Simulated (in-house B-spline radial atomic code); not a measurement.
Successive ionisation energies of antimony; each step leads to the configuration of the next row (after the last: bare). NIST's values go from ground level to ground level; the uncertainty of those that are theory runs from under 0.1 % in few-electron ions to several per cent in heavy many-electron ones. Computed with an all-electron radial atomic-structure program (B-spline basis): non-relativistic Hartree-Fock, average of the configuration, point nuclei.

This level leaves out relativity, spin-orbit splitting included, which matters for heavy ions.

```
  ion  configuration  ionisation energy (eV)  tabulated value (eV)    tabulated kind  computed minus tabulated (eV)  highest orbital  largest mean radius (bohr)
Sb37+   [Ne] 3s2 3p2                  2493.0                  2567  tabulated theory                            -74               3p                     0.30507
Sb38+   [Ne] 3s2 3p1                  2573.4                  2654  tabulated theory                            -81               3p                     0.30337
Sb39+       [Ne] 3s2                  2724.6                  2815  tabulated theory                            -90               3s                     0.30168
Sb40+       [Ne] 3s1                  2805.6                  2900    semi-empirical                            -94               3s                     0.29981
Sb41+   [He] 2s2 2p6                  6694.8                  6714  tabulated theory                            -19               2p                     0.12577
Sb42+   [He] 2s2 2p5                       ?                     ?  tabulated theory                              ?                ?                           ?
Sb43+   [He] 2s2 2p4                  7133.4                  7167  tabulated theory                            -34               2p                     0.12423
Sb44+   [He] 2s2 2p3                  7356.9                  7390  tabulated theory                            -33               2p                     0.12348
Sb45+   [He] 2s2 2p2                  7583.2                  7887  tabulated theory                           -304               2p                     0.12273
Sb46+   [He] 2s2 2p1                       ?                     ?  tabulated theory                              ?                ?                           ?
Sb47+       [He] 2s2                  8098.6                  8455  tabulated theory                           -356               2s                     0.12127
Sb48+       [He] 2s1                       ?                     ?  tabulated theory                              ?                ?                           ?
Sb49+            1s2                 34524.1              35710.03  tabulated theory                          -1186               1s                     0.02963
Sb50+            1s1                 35388.4              36668.18  tabulated theory                          -1280               1s                    0.029412
```

Task: Fill in the row of Sb42+.

Result: ionisation energy (eV): 6912.7; tabulated value (eV): 6929; computed minus tabulated (eV): -16; highest orbital: 2p; largest mean radius (bohr): 0.125.

Task: Fill in the row of Sb46+.

Result: ionisation energy (eV): 7812.3; tabulated value (eV): 8140; computed minus tabulated (eV): -328; highest orbital: 2p; largest mean radius (bohr): 0.122.

Task: Fill in the row of Sb48+.

Result: ionisation energy (eV): 8301.7; tabulated value (eV): 8669.48; computed minus tabulated (eV): -368; highest orbital: 2s; largest mean radius (bohr): 0.12059.

Task: Where is the largest jump?

Result: From Sb48+ to Sb49+, by a factor of 4.16 (8301.7 to 34524 eV); the highest orbital goes from 2s to 1s.
